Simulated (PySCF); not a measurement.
# Technetium: a sound run and one with changed settings

Sound run: Tc [Kr] 4d5 5s2, Tc+ [Kr] 4d5 5s1. All numbers are calculated (PySCF 2.14, scalar relativity through the core potential, in cc-pVDZ-PP with ECP28MDF (4s4p3d1f, 38 functions)). In the sound run the correlated levels freeze 4s2 4p6 outside the core potential. The sound run starts from symmetry-adapted Hartree-Fock orbitals and uses a fine grid where one is needed.

Changed run: initial guess atom, at most 50 SCF cycles.

```
species  method  sound run (hartree)  changed run (hartree)  converged
     Tc     UHF            -79.84695              -79.81860        yes
     Tc    TPSS            -80.40152              -80.40907        yes
     Tc   M06-L            -80.46899              -80.32808         no
    Tc+     UHF            -79.64177              -79.64177        yes
    Tc+    TPSS            -80.15135              -80.15135        yes
    Tc+   M06-L            -80.19548              -80.19548        yes
    Tc+     MP2            -79.69978              -79.69978        yes
```

The plain start fixes occupations by D2h representation alone, and Tc at UHF, Tc at TPSS landed in another state (other ⟨L²⟩ or ⟨S²⟩).
